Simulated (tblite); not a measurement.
Species: C₇H₆FO (doublet state).
SMILES with atom numbers: `[O:1][CH2:2][c:3]1[cH:4][cH:5][cH:6][cH:7][c:8]1[F:9]` (hydrogens: H10, H11 on C2; H12 on C4; H13 on C5; H14 on C6; H15 on C7)
Bond orders are those of one Lewis drawing.

Computed with GFN2-xTB (tblite), gas phase: L-BFGS steps from a force-field or distance-geometry start until the largest atomic force falls under 0.01 eV/Å.

Step 23: E = -727.5613 eV
```
atom  x, y, z in Å  |  force x, y, z in eV/Å
O1      2.6091   -0.9981   -1.1766    0.009  -0.026   0.166
C2      2.1663   -0.4118   -0.0902   -0.050  -0.073  -0.086
C3      0.6758   -0.1590   -0.0169    0.029  -0.068   0.107
C4     -0.2473   -1.1074   -0.4520    0.092   0.069  -0.107
C5     -1.6025   -0.8410   -0.4186    0.053  -0.036   0.004
C6     -2.0657    0.3876    0.0233    0.028  -0.013   0.231
C7     -1.1723    1.3430    0.4759    0.089   0.010   0.009
C8      0.1742    1.0434    0.4713    0.091   0.011  -0.124
F9      1.0461    1.9748    0.9157    0.031   0.077   0.061
H10     2.4649   -1.0216    0.8154   -0.025   0.201  -0.145
H11     2.7280    0.5426    0.1067   -0.066  -0.181  -0.010
H12     0.1164   -2.0481   -0.8378    0.053   0.022   0.033
H13    -2.2960   -1.6019   -0.7343   -0.087  -0.009  -0.061
H14    -3.1206    0.5910    0.0700   -0.135   0.026  -0.102
H15    -1.4809    2.3144    0.8260   -0.113  -0.010   0.025
```

Step 24: E = -727.5656 eV
```
atom  x, y, z in Å  |  force x, y, z in eV/Å
O1      2.5946   -1.0829   -1.1466   -0.107   0.284   0.614
C2      2.1641   -0.4097   -0.0926    0.292  -0.244  -0.273
C3      0.6798   -0.1646   -0.0158   -0.036  -0.023   0.090
C4     -0.2443   -1.1028   -0.4631   -0.058   0.001  -0.119
C5     -1.6000   -0.8359   -0.4290   -0.042  -0.005   0.001
C6     -2.0674    0.3907    0.0224    0.010  -0.100   0.201
C7     -1.1694    1.3354    0.4888    0.017   0.035  -0.004
C8      0.1758    1.0298    0.4846    0.069   0.148  -0.044
F9      1.0479    1.9524    0.9485    0.028   0.089   0.052
H10     2.4831   -0.9469    0.8609   -0.054   0.275  -0.367
H11     2.7188    0.5729    0.0227   -0.135  -0.433  -0.049
H12     0.1174   -2.0386   -0.8574    0.076  -0.035   0.008
H13    -2.2979   -1.5919   -0.7538   -0.018   0.023  -0.047
H14    -3.1268    0.5953    0.0640    0.030   0.004  -0.098
H15    -1.4800    2.3047    0.8444   -0.073  -0.021   0.035
```

Q: Estimate the geometry and energy of step 25. (The exact step hangs on the optimiser's Hessian estimate; all steps are aligned on step 24, rigid shifts and turns removed.)

A: E = -727.5660 eV, largest force 0.480 eV/Å
```
atom  x, y, z in Å  |  force x, y, z in eV/Å
O1      2.5821   -1.1040   -1.1137    0.177  -0.226  -0.211
C2      2.1534   -0.4149   -0.0923    0.138  -0.011  -0.115
C3      0.6863   -0.1659   -0.0117   -0.322   0.071   0.038
C4     -0.2326   -1.0932   -0.4673   -0.435  -0.155  -0.130
C5     -1.5901   -0.8311   -0.4295   -0.236   0.037  -0.018
C6     -2.0684    0.3942    0.0293   -0.057  -0.298   0.063
C7     -1.1638    1.3319    0.4967   -0.127   0.114  -0.018
C8      0.1817    1.0243    0.4808   -0.054   0.389   0.172
F9      1.0628    1.9345    0.9495    0.023   0.215   0.085
H10     2.4771   -0.9133    0.8512    0.115   0.007   0.224
H11     2.6902    0.5575   -0.0076    0.184   0.070   0.029
H12     0.1424   -2.0200   -0.8573    0.047  -0.218  -0.087
H13    -2.2947   -1.5837   -0.7598    0.097   0.064  -0.024
H14    -3.1397    0.5951    0.0565    0.398  -0.037  -0.053
H15    -1.4911    2.2966    0.8531    0.052  -0.021   0.045
```

The energy changes by -0.0004 eV. The first-order estimate −F·Δx gives -0.0412 eV and the mean of the old and new forces, exact on a quadratic surface, -0.0002 eV. The step makes an angle of 66° with the force vector and moves no atom by more than 0.044 Å.

The cost below is that of the whole relaxation. Time: 0.3 s. Hardware: Arm Neoverse V2, one thread, shared host.
